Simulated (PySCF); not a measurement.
Simulation results for ClGeHO

Computed with PySCF 2.14.0. Calculation on a computer-drawn molecule: vertical ionisation energy to the stated ion spin, frozen-core CCSD(T) at the basis limit and cheaper methods, single-reference cases, UHF for radicals, no spin-orbit; all values are single points at the evaluated structure, the first of each entry, which is the reference or a displaced copy of it and isn't optimised; the reference structure only sets the zero of the energies above reference; triples share is (T) over the correlation energy; on germanium a core potential holds 10 electrons, which the energies leave out, and 3d is frozen in MP2 and coupled-cluster steps.

```xyz
4
formula=ClGeHO charge=0 multiplicity=1 ion_multiplicity=2 diffuse_functions=no basis=cc-pV(n+d)Z basis_and_core_potential_on_germanium=cc-pVnZ-PP_ECP10MDF reference_is=the_Hartree-Fock_double-zeta_minimum best_is=HF_at_quadruple_zeta_+_MP2_correlation_extrapolated_from_triple_and_quadruple_zeta_+_CCSD(T)_minus_MP2_at_triple_zeta basis_step_is=the_size_of_the_change_from_the_same_recipe_one_zeta_lower ionisation_energy_best=9.918 ionisation_energy_basis_step=0.1126 energy_above_reference_best=22.32 energy_above_reference_basis_step=0.2163 ionisation_energy_Koopmans_at_triple_zeta=10.37 ionisation_energy_EOM_CCSD_at_triple_zeta=9.821 total_energy_HF_triple_zeta=-828.4277 total_energy_CCSD(T)_triple_zeta=-828.9996 total_energy_best=-829.0918 T1_diagnostic_at_triple_zeta=0.01822 D1_diagnostic_at_triple_zeta=0.05491 ion_T1_diagnostic_at_triple_zeta=0.02284 ion_D1_diagnostic_at_triple_zeta=0.08492 ion_spin_squared_at_triple_zeta=0.7608 triples_share_at_triple_zeta=0.04187 basis_functions_triple_zeta=122 dipole_magnitude_HF_at_triple_zeta=7.474 dipole_magnitude_CCSD_unrelaxed_at_triple_zeta=6.724 dipole_magnitude_PBE_at_triple_zeta=6.228 dipole_magnitude_r2SCAN_at_triple_zeta=6.438 dipole_magnitude_B3LYP_at_triple_zeta=6.59 dipole_magnitude_wB97X_at_triple_zeta=7.116
O      0.5042     1.1829     1.3848
Ge    -0.9831     0.9049     0.4815
Cl    -2.7552     0.9276     2.5471
H      1.2923     1.2365     0.8459
```

Units: ionisation_energy_best, ionisation_energy_basis_step, ionisation_energy_Koopmans_at_triple_zeta, ionisation_energy_EOM_CCSD_at_triple_zeta in eV; energy_above_reference_best, energy_above_reference_basis_step in kcal/mol; total_energy_HF_triple_zeta, total_energy_CCSD(T)_triple_zeta, total_energy_best in hartree; dipole_magnitude_HF_at_triple_zeta, dipole_magnitude_CCSD_unrelaxed_at_triple_zeta, dipole_magnitude_PBE_at_triple_zeta, dipole_magnitude_r2SCAN_at_triple_zeta, dipole_magnitude_B3LYP_at_triple_zeta, dipole_magnitude_wB97X_at_triple_zeta in debye.

Reference structure:
```xyz
4
ClGeHO
O      0.4701     1.1763     1.3714
Ge    -1.0029     0.8501     0.4389
Cl    -2.4002     0.9099     2.1433
H      1.2726     1.2096     0.8670
```

Drawn bonds:
```tsv
atom	other atom	order
1	2	1
2	3	1
1	4	1
```

Triple zeta:
```tsv
method	ionisation energy (eV)	energy above reference (kcal/mol)
HF	8.489	22.76
PBE	9.74	18.35
r2SCAN	9.832	21.48
B3LYP	9.822	18.57
wB97X	9.737	22.67
MP2	9.738	23.23
CCSD	9.54	22.96
CCSD(T)	9.638	22.46
```
